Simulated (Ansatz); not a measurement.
Input for Ansatz (a first-principles code): U-CCSD(T)/cc-pVTZ on NO (SMILES [N]=O).

Ansatz 0.2 input:
```yaml
crystal:
  periodic: [false, false, false]
  atoms:
    - {symbol: N, position_ang: [-0.00000000, 0.00000000, -0.57246203]}
    - {symbol: O, position_ang: [0.00000000, -0.00000000, 0.57246203]}
basis:
  gaussian:
    orbitals: cc-pVTZ
magnetization: {spin_polarized: true, initial_magnetization: 1}
correlation: {method: ccsd_t, electrons: outside_noble_gas}
scf: {omitted_lower_state_checks: [cluster_reference]}
```

Question: Give the final energy of this run.

Answer: -129.7167 hartree (reference determinant -129.2974, T1 diagnostic 0.026).
